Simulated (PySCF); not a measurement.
aminosilylimino(oxo)methane (CH₄N₂OSi), SMILES N[SiH2]N=C=O.

Geometry optimised at PBE0-D3(BJ)/def2-SVP. One conformer was computed; it need not be the lowest.

These are PySCF with ωB97X/def2-TZVP values and carry that method's errors.

Symmetry labels are those of the subgroup Cs that the program uses (full group Cs).

Problem. List the valence orbital energies around the gap with their symmetry. (The exact figures need the calculation; the answer reports its results.)

Solution. 
```csv
orbital,symmetry,energy (eV)
HOMO−7,A',-16.14
HOMO−6,A',-15.80
HOMO−5,A",-15.78
HOMO−4,A',-13.77
HOMO−3,A",-12.82
HOMO−2,A',-11.31
HOMO−1,A",-10.77
HOMO,A',-10.49
LUMO,A',2.17
LUMO+1,A',2.98
LUMO+2,A",3.24
LUMO+3,A',3.81
```
